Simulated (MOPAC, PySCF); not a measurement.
Stepwise substitution at one centre (B SH-H). Isolated molecules, 0 K electronic values unless said otherwise. One relaxed conformer stands for each flexible species; it need not be the lowest. Strings in code marks are SMILES.

Quantity: vertical ionisation energy (energy after one electron is removed minus that of the parent at the parent's geometry), in eV.

Level 1: TPSSh-D3(BJ)/def2-TZVP // CAM-B3LYP-D3(BJ)/def2-TZVP (PySCF)
Level 2: B3LYP/6-31G* // CAM-B3LYP-D3(BJ)/def2-TZVP (PySCF)
Level 3: minus the HOMO energy of PM7 // CAM-B3LYP-D3(BJ)/def2-TZVP (MOPAC)
Level 4: minus the HOMO energy of TPSSh-D3(BJ)/def2-TZVP // CAM-B3LYP-D3(BJ)/def2-TZVP (PySCF)

```tsv
species	level 1	level 2	level 3	level 4
`SB(S)S`	(withheld)	9.45	9.27	6.92
`B`	(withheld)	13.15	12.02	9.29
`BS` (H–B–S–H torsion 0°)	10.95	10.98	(withheld)	7.84
```

Task: Complete the blanks.

Result: 
- `SB(S)S`, level 1: 9.39
- `B`, level 1: 13.02
- `BS` (H–B–S–H torsion 0°), level 3: 9.89
